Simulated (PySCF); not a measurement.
# Zn (zinc, neutral) across methods

[Ar] 3d10 4s1 4p1, high-spin 3P determinant (an excited configuration). Calculation: PySCF 2.14, in def2-TZVPPD (6s6p4d2f1g, 67 functions); no relativity, point nucleus.

| method | E (hartree) | mean ε 3d β (eV) | mean ε 4s α (eV) | mean ε 4p α (eV) | Σ⟨r²⟩ (bohr²) | ⟨S²⟩ |
| --- | --- | --- | --- | --- | --- | --- |
| PBE0 | -1779.006 | -15.127 | -8.532 | -3.306 | 40.22 | 2.002 |
| wB97M-V | -1779.152 | -17.730 | -10.699 | -4.897 | 40.48 | 2.001 |
| UHF | -1777.71199 | -23.038 | -10.771 | -5.242 | 40.90 | 2.002 |
| BP86 | -1779.509 | -12.461 | -7.768 | -2.662 | 40.37 | 2.002 |
| wB97X | -1779.278 | -17.643 | -10.670 | -4.995 | 40.13 | 2.001 |
| TPSS | -1779.261 | -12.170 | -7.621 | -2.570 | 40.07 | 2.002 |
| LDA | -1776.353 | -12.651 | -7.834 | -2.586 | 40.38 | 2.002 |
| PBE | -1778.981 | -12.313 | -7.625 | -2.575 | 40.60 | 2.002 |
| r2SCAN | -1779.236 | -12.521 | -7.876 | -2.749 | 39.60 | 2.003 |
